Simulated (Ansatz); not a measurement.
Mulliken charges of CF2InNO, SMILES `O=C=[N][In]([F])[F]` from ωB97M-V/def2-TZVPP in Ansatz (PBE0-D4/def2-TZVP geometry).

| atom | x (Å) | y (Å) | z (Å) | charge (e) |
| --- | --- | --- | --- | --- |
| O1 | 1.034 | -2.133 | 1.662 | -0.221 |
| C2 | 0.767 | -1.453 | 0.757 | 0.314 |
| N3 | 0.536 | -0.808 | -0.238 | -0.412 |
| In4 | -0.446 | 0.887 | -0.595 | 1.214 |
| F5 | -0.578 | 1.598 | -2.372 | -0.446 |
| F6 | -1.314 | 1.908 | 0.786 | -0.449 |

Question: By hand: the dipole of these point charges (1 e Å = 4.8032 D).

Answer: Σ q r = (0.098, -0.145, -0.049) e Å, of length 0.182 e Å = 0.87 D.

Question: How does the dipole of the full density compare? (Best estimate.)

Answer: Ansatz gave: (0.047, -0.058, -0.070) e Å, 0.49 D; the point charges give 1.78 times that, at 28° from its direction.

Point charges leave out the atoms' own dipoles, such as those of lone pairs, and Mulliken's split depends on the basis, so the two needn't agree.
